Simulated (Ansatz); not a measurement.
Consider the substitution at a C–B bond: `CB(Cl)[SeH]` + `[CH3][GeH2][SH]` → `C[S][GeH2][CH3]` + `ClB[SeH]`.

Isolated molecules relaxed with PBE0-D4/def2-TZVP in Ansatz; ΔE leaves out vibrations. CCSD(T)/CBS adds triple-zeta CCSD(T) − MP2 to the extrapolated MP2 energy (def2 sets, frozen cores). Functionals use def2-TZVPP. For Ge, Se outer-core shells are correlated without core-valence functions, which leaves a few kJ/mol of doubt a bond. Scalar relativity is left out up to krypton. Each species was taken in one conformer, which may not be the lowest.

`CB(Cl)[SeH]`:

Cartesian coordinates in Å:
```
C 0.185 -0.437 0.804
B 0.051 0.695 -0.255
Cl 0.525 2.339 0.166
Se -0.604 0.473 -2.058
H 1.229 -0.515 1.125
H -0.386 -0.171 1.700
H -0.146 -1.416 0.457
H -0.855 -0.969 -1.939
```

`[CH3][GeH2][SH]`:

Cartesian coordinates in Å:
```
C 0.139 1.288 0.515
Ge -0.325 -0.557 0.110
S 0.881 -1.097 -1.688
H -0.415 1.629 1.391
H -0.110 1.930 -0.331
H 1.207 1.369 0.719
H -1.823 -0.709 -0.215
H 0.036 -1.503 1.271
H 0.410 -2.351 -1.772
```

`C[S][GeH2][CH3]`:

Cartesian coordinates in Å:
```
C -1.059 1.776 0.215
S -1.691 0.155 0.728
Ge 0.212 -0.985 0.769
C 0.976 -1.147 -1.019
H -1.910 2.457 0.208
H -0.317 2.152 0.920
H -0.634 1.742 -0.788
H -0.151 -2.360 1.352
H 1.201 -0.253 1.703
H 1.902 -1.725 -0.980
H 0.269 -1.650 -1.679
H 1.202 -0.162 -1.429
```

`ClB[SeH]`:

Cartesian coordinates in Å:
```
Cl 1.550 1.525 -0.100
B 0.502 0.148 0.100
Se -1.311 0.266 -0.510
H 0.922 -0.840 0.609
H -1.664 -1.099 -0.099
```

(1) Is it downhill or uphill in electronic energy at CCSD(T)/CBS, and by how much? (Estimate.)

(2) What do these levels give: r2SCAN-D4, r2SCAN0-D4, CAM-B3LYP-D4, MP2/def2-SVP, MP2/def2-TZVPP, SCS-MP2/def2-QZVPP? (An estimate is asked.)

Largest T1 diagnostic among the species: 0.012.

Results:

(1) Ansatz gave: Uphill: ΔE = +63.8 kJ/mol.

(2) Ansatz gave: r2SCAN-D4 67.0, r2SCAN0-D4 68.1, CAM-B3LYP-D4 65.9, MP2/def2-SVP 71.6, MP2/def2-TZVPP 65.8, SCS-MP2/def2-QZVPP 62.4 kJ/mol.

At CCSD(T), def2-SVP lies +5.6 kJ/mol from the extrapolated value and def2-TZVPP +1.2 kJ/mol. From BLYP to BHLYP (50 % exact exchange), in def2-TZVPP and without D4, ΔE moves by +5.4 kJ/mol.
